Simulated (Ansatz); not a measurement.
In2H4Cl2⁺, that is (H2In-mu-Cl)2 with one electron fewer. The state is a doublet with charge 1. Geometry PBE0-D4/def2-SVP, that of the neutral singlet.

```xyz
8

In   -1.7131   -0.0738    0.7581
H    -2.5849   -1.3946    0.1174
H    -1.9099    1.2034    1.8739
Cl    0.6170   -1.0411    1.2928
In    1.7133    0.0745   -0.7577
H     1.9191   -1.1988   -1.8762
H     2.5775    1.3971   -0.1104
Cl   -0.6190    1.0334   -1.2980
```

In the def2 sets In takes a core potential; there is no spin–orbit coupling.

Problem. Estimate the α-spin orbital energies around the gap (eV) in Ansatz with PBE-D4/def2-TZVP, r2SCAN-D4/def2-TZVP, PBE0-D4/def2-TZVP.

Solution. 
| orbital | PBE-D4/def2-TZVP | r2SCAN-D4/def2-TZVP | PBE0-D4/def2-TZVP |
| --- | --- | --- | --- |
| HOMO−5 | -13.52 | -13.91 | -14.89 |
| HOMO−4 | -13.03 | -13.42 | -14.51 |
| HOMO−3 | -12.96 | -13.41 | -14.33 |
| HOMO−2 | -12.95 | -13.32 | -14.29 |
| HOMO−1 | -12.87 | -13.25 | -14.17 |
| HOMO | -12.37 | -12.78 | -13.74 |
| LUMO | -6.44 | -6.09 | -5.66 |
| LUMO+1 | -6.27 | -6.00 | -5.34 |
| LUMO+2 | -6.20 | -5.94 | -5.24 |
| LUMO+3 | -5.22 | -4.86 | -4.46 |
| LUMO+4 | -5.20 | -4.84 | -4.38 |
| LUMO+5 | -4.91 | -4.54 | -4.11 |
| β HOMO | -12.43 | -12.65 | -13.21 |
| β LUMO | -11.87 | -12.07 | -11.75 |
